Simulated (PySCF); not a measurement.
LDA on Ga⁺ (gallium, charge +1)

Configuration: [Ar] 3d10 4s2, closed-shell 1S. All numbers are calculated (PySCF 2.14, scalar relativity through the core potential, in aug-cc-pV5Z-PP with ECP10MDF).

```json
{
 "Total energy": "-258.8156 hartree",
 "One-electron energy": "-456.1462 hartree",
 "Hartree (Coulomb) energy": "219.4594 hartree",
 "Exchange-correlation energy": "-22.1287 hartree",
 "⟨S²⟩": "0.0000",
 "⟨L²⟩": "0.000",
 "Sum of ⟨r⟩": "17.91 bohr",
 "Sum of ⟨r²⟩": "23.88 bohr²"
}
```

```json
{"shell": "3s", "electrons": "2", "mean orbital energy (hartree)": "-5.70205", "rms radius, mean of both spins (bohr)": "0.705"}
{"shell": "3p", "electrons": "6", "mean orbital energy (hartree)": "-3.91758", "rms radius, mean of both spins (bohr)": "0.744"}
{"shell": "3d", "electrons": "10", "mean orbital energy (hartree)": "-1.02593", "rms radius, mean of both spins (bohr)": "0.916"}
{"shell": "4s", "electrons": "2", "mean orbital energy (hartree)": "-0.61087", "rms radius, mean of both spins (bohr)": "2.36"}
```

Energies and moments cover only the electrons outside the core potential.
